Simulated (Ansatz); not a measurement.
Program: Ansatz. Geometries: PBE0-D4/def2-TZVP. ΔE: electronic, gas phase. CCSD(T)/CBS is the MP2 limit (def2-TZVPP, def2-QZVPP) plus CCSD(T) − MP2 in def2-TZVPP, frozen cores. This one scheme is used for every species. Double bonds are as drawn, so ΔE can hold a change between cis and trans. For Ga outer-core shells are correlated without core-valence functions, which leaves a few kJ/mol of doubt a bond. Scalar relativity is left out up to krypton.

`FC(F)(F)C1=CC(C(F)(F)F)=[O+][Ga-]([F])([F])[O]1` + `C/C(Cl)=C\Cl` → `FC(F)(F)C1=CC(C(F)(F)F)=[O+][Ga-]([F])([Cl])[O]1` + `C/C(Cl)=C/F`  (formal exchange of groups at a Ga–F bond)

`FC(F)(F)C1=CC(C(F)(F)F)=[O+][Ga-]([F])([F])[O]1`:

Z-matrix (Å, degrees):
```
C
F 1 1.328
F 1 1.327 2 108.8
F 1 1.330 2 108.5 3 117.8
C 1 1.538 2 109.6 3 -119.8
C 5 1.388 1 119.4 2 -120.3
O 5 1.261 1 112.9 2 59.7
C 6 1.388 5 121.7 1 -179.9
H 6 1.078 5 119.1 1 0.1
Ga 7 1.905 5 124.1 1 -180.0
O 8 1.261 6 127.7 5 -0.0
C 8 1.537 6 119.4 5 179.9
F 10 1.736 7 109.2 5 112.1
F 10 1.736 7 109.2 5 -112.3
F 12 1.330 8 111.9 6 0.0
F 12 1.328 8 109.6 6 120.4
F 12 1.328 8 109.6 6 -120.3
```

`C/C(Cl)=C\Cl`:

Cartesian coordinates in Å:
```
C 0.610 -0.182 0.969
C -0.212 -0.385 -0.247
Cl -0.642 -2.034 -0.572
C -0.650 0.531 -1.101
Cl -0.318 2.207 -0.932
H 0.838 0.874 1.106
H 0.079 -0.551 1.850
H 1.544 -0.743 0.892
H -1.248 0.282 -1.966
```

`FC(F)(F)C1=CC(C(F)(F)F)=[O+][Ga-]([F])([Cl])[O]1`:

Cartesian coordinates in Å:
```
F 2.180 1.512 1.786
C 2.220 1.433 0.459
F 2.195 2.665 -0.035
F 3.362 0.855 0.107
C 1.037 0.629 -0.104
C 0.088 0.112 0.768
C -1.004 -0.613 0.310
C -2.029 -1.153 1.320
F -2.106 -2.474 1.217
F -1.700 -0.848 2.573
F -3.224 -0.634 1.062
O -1.292 -0.903 -0.882
Ga -0.234 -0.414 -2.399
F 0.535 -1.868 -2.966
Cl -1.289 0.894 -3.682
O 1.064 0.531 -1.360
H 0.200 0.280 1.826
```

`C/C(Cl)=C/F`:

Z-matrix (Å, degrees):
```
C
C 1 1.485
H 1 1.093 2 110.7
H 1 1.092 2 110.5 3 -120.3
H 1 1.093 2 110.7 3 119.3
Cl 2 1.723 1 116.4 3 -59.7
C 2 1.324 1 123.5 3 120.3
F 7 1.329 2 123.3 1 180.0
H 7 1.083 2 123.0 1 0.0
```

| species | HF/def2-QZVPP energy (Eh) |
| --- | --- |
| `FC(F)(F)C1=CC(C(F)(F)F)=[O+][Ga-]([F])([F])[O]1` | -3059.15580 |
| `C/C(Cl)=C\Cl` | -1035.00655 |
| `FC(F)(F)C1=CC(C(F)(F)F)=[O+][Ga-]([F])([Cl])[O]1` | -3419.20757 |
| `C/C(Cl)=C/F` | -674.96332 |

**Question.** Work out ΔE.

**Answer.** ΔE = (-3419.20757) + (-674.96332) − (-3059.15580) − (-1035.00655) = -0.00854 Eh = -0.23 eV. CCSD(T)/CBS gives -0.07 eV.

Largest T1 diagnostic among the species: 0.015.

From PBE to PBE0 (25 % exact exchange), in def2-TZVPP and without D4, ΔE moves by −0.04 eV. In def2-TZVPP, CCSD(T) changes the Hartree–Fock value by +0.18 eV (the triples alone add +0.02 eV) and MP2 by +0.27 eV.
